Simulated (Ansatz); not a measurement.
C2H6BrIn, SMILES `[CH3][InH][CH2]Br` at its PBE0-D4/def2-TZVP geometry, where that method's forces vanish. The species carries charge 0 and has multiplicity 1. In takes the def2 core potential.

```tsv
atom	x (Å)	y (Å)	z (Å)
C1	1.113	0.814	-1.268
In2	0.520	-0.718	0.113
C3	-1.506	-0.557	0.893
Br4	-1.027	0.648	2.387
H5	2.196	0.926	-1.302
H6	0.758	0.561	-2.270
H7	0.661	1.762	-0.976
H8	1.482	-1.988	0.763
H9	-1.954	-1.432	1.356
H10	-2.242	-0.015	0.305
```

(1) For each bond, give half the difference of the two atoms' forces along it (eV/Å; positive pushes the atoms apart) under PBE-D4, r2SCAN-D4, B3LYP-D4, ωB97M-V in def2-TZVPP. (Best estimate.)

## Answers

(1) Computed: 
| bond | length (Å) | PBE-D4 | r2SCAN-D4 | B3LYP-D4 | ωB97M-V |
| --- | --- | --- | --- | --- | --- |
| C1–In2 | 2.146 | 0.03 | 0.05 | 0.20 | 0.02 |
| C1–H5 | 1.090 | 0.09 | -0.03 | -0.08 | -0.05 |
| C1–H6 | 1.092 | 0.10 | -0.02 | -0.08 | -0.04 |
| C1–H7 | 1.091 | 0.09 | -0.03 | -0.09 | -0.04 |
| In2–C3 | 2.177 | 0.05 | 0.05 | 0.18 | 0.00 |
| In2–H8 | 1.721 | 0.02 | -0.05 | -0.07 | -0.07 |
| C3–Br4 | 1.978 | 0.21 | 0.24 | 0.41 | 0.11 |
| C3–H9 | 1.087 | 0.09 | -0.06 | -0.17 | -0.09 |
| C3–H10 | 1.087 | 0.09 | -0.06 | -0.16 | -0.08 |

B3LYP here is the variant with VWN-RPA as its local correlation; programs differ in this.
